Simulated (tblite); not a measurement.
Species: C7H11B.
Numbering: `[BH2:1][CH2:2]/[C:3]([CH3:4])=[CH:5]\[C:6]#[C:7][CH3:8]` (hydrogens: H9, H10 on B1; H11, H12 on C2; H13, H14, H15 on C4; H16 on C5; H17, H18, H19 on C8)

Geometry (GFN2-xTB, Å), atoms numbered from 1 in this order:
```
atom  x, y, z in Å
B1     0.3222    2.4607   -0.2444
C2     0.3952    1.0579   -0.9474
C3    -0.8564    0.2349   -0.9037
C4    -1.9547    0.6698   -1.8221
C5    -0.9989   -0.8116   -0.0852
C6     0.0072   -1.2770    0.7864
C7     0.8527   -1.7057    1.5281
C8     1.8755   -2.2171    2.4141
H9     1.2476    3.1730   -0.3129
H10   -0.6259    2.7975    0.3505
H11    1.2053    0.4990   -0.4649
H12    0.7112    1.1843   -1.9886
H13   -1.6230    0.6149   -2.8601
H14   -2.8396    0.0477   -1.7087
H15   -2.2243    1.7064   -1.6190
H16   -1.9259   -1.3719   -0.0619
H17    2.2571   -3.1668    2.0369
H18    1.4634   -2.3780    3.4106
H19    2.7015   -1.5088    2.4849
```

Method: GFN2-xTB as coded in tblite; computed harmonic values from a numerical Hessian at the method's own geometry, unscaled. Errors from tens to a few hundred cm⁻¹ against measured bands are possible. Modes of hydrogen on boron can be 10 to 20 % off. One conformer, not necessarily the lowest. The optimisation stopped once no atom felt more than 0.01 eV/Å.

Lowest wavenumbers of the output (negative numbers stand for imaginary wavenumbers):
```
mode    cm-1
  1     -29.7
  2      50.9
  3      93.6
  4     101.4
  5     117.0
  6     139.3
  7     218.2
  8     248.8
  9     261.8
 10     315.1
 11     349.8
 12     392.2
 13     474.7
 14     530.4
 15     602.3
```

Is this structure a minimum?

Not by this Hessian. 1 mode is imaginary beyond 20i (30i cm⁻¹), so at this level the point lies at or near a first-order saddle. The curvature is small, so loose convergence or finite differences may be the whole cause.

Which atoms move in the imaginary mode?

30i: H17 (methyl hydrogen) 33 %, H19 (methyl hydrogen) 32 %, H18 (methyl hydrogen) 32 %. These are shares of the mass-weighted motion.

What is the remedy?

Step along that mode in both directions, optimise again with tighter thresholds and repeat the frequencies. The zero-point energy of this point (95.6 kcal/mol) counts the 50 real modes alone, and thermal corrections from it aren't those of a minimum.
